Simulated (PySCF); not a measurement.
```xyz
7
charge 0 multiplicity 2, angstrom
Zr    0.0000    0.0000    0.0000
O    -1.9254    0.0000    0.0000
O     0.9627   -1.6675    0.0000
O     0.9627    1.6675    0.0000
H    -2.8808    0.0000    0.0000
H     1.4404   -2.4949    0.0000
H     1.4404    2.4949    0.0000
```

Method: PySCF, UPBE0, basis Zr def2-SVP with ECP28, O def2-SVP, H def2-SVP (scalar-relativistic core potentials, no spin–orbit coupling, density fitting).

This geometry of Zr(OH)3 is a stationary point at this level.

Q: What is the point group?

A: D3h.

Q: Is it a minimum?

A: Yes: all harmonic wavenumbers are real.

Q: What are the dipole moment and the gap between the highest occupied and lowest empty levels of either spin?

A: 0.00 D and 3.26 eV.

Q: Give the ideal-gas entropy at 298.15 K and 1 bar by parts.

A: translation 170.6, rotation 94.1, vibration 71.8, spin 5.8; total 342.3 J/(mol K).

This need not be the most stable arrangement of these atoms. With open d or f shells other occupations or spin states may lie lower.
